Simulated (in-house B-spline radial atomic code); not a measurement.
Configurations of Nd VIII (Nd7+), with energies counted from [Kr] 4d10 4f2 5s2 5p3. Method: Dirac-Hartree-Fock, average of configuration, Fermi nucleus of rms radius 4.9123 fm. Calculated with a B-spline radial code for spherical atoms. Energies include first-order Breit, QED and recoil terms.

Occupations are held fixed; configurations that lie above the ionisation limit could autoionise.

```tsv
configuration	E - E(ref) (eV)	highest orbital	its <r> (bohr)
[Kr] 4d10 4f2 5s2 5p2 7d1	81.762	7d5/2	5.252
[Kr] 4d10 4f1 5s2 5p3 8d1	86.475	8d5/2	7.447
[Kr] 4d10 4f1 5s2 5p3 9s1	88.093	9s1/2	8.424
[Kr] 4d10 4f2 5s2 5p2 8d1	90.296	8d5/2	7.499
[Kr] 4d10 4f1 5s2 5p3 9g1	96.57	9g7/2	13.55
[Kr] 4d9 4f2 5s2 5p3 6s1	165.57	6s1/2	2.546
[Kr] 4d9 4f2 5s2 5p3 7s1	191.53	7s1/2	4.138
[Kr] 4d9 4f2 5s2 5p3 9s1	212.06	9s1/2	8.418
[Kr] 4d9 4f2 5s2 5p3 8g1	217.6	8g7/2	10.4
[Kr] 4d9 4f2 5s2 5p3 9g1	220.55	9g7/2	13.54
```

Q: Order these further configurations by energy, lowest first.
A. [Kr] 4d9 4f2 5s2 5p3 6g1
B. [Kr] 4d10 4f2 5s2 5p2 8s1
C. [Kr] 4d10 4f2 5s2 5p2 5g1
D. [Kr] 4d10 4f2 5s2 5p2 9d1
E. [Kr] 4d10 4f2 5s2 5p2 7g1

A: C (75.807 eV), B (84.427 eV), E (93.082 eV), D (95.573 eV), A (206.74 eV).

Q: How far above the reference does [Kr] 4d10 4f1 5s2 5p3 5g1 lie?

A: 72.033 eV; its least bound orbital is 5g7/2 with <r> = 3.275 bohr.

Q: How far above the reference does [Kr] 4d9 4f2 5s2 5p3 5g1 lie?

A: 196 eV; its least bound orbital is 5g7/2 with <r> = 3.272 bohr.

Q: How far above the reference does [Kr] 4d10 4f2 5s2 5p2 6s1 lie?

A: 46.128 eV; its least bound orbital is 6s1/2 with <r> = 2.578 bohr.

Q: Is the reference the lowest configuration at this level of theory?

A: No: [Kr] 4d10 4f1 5s2 5p4 lies 6.231 eV lower. Averages of configurations without correlation can order differently from the measured ground levels.
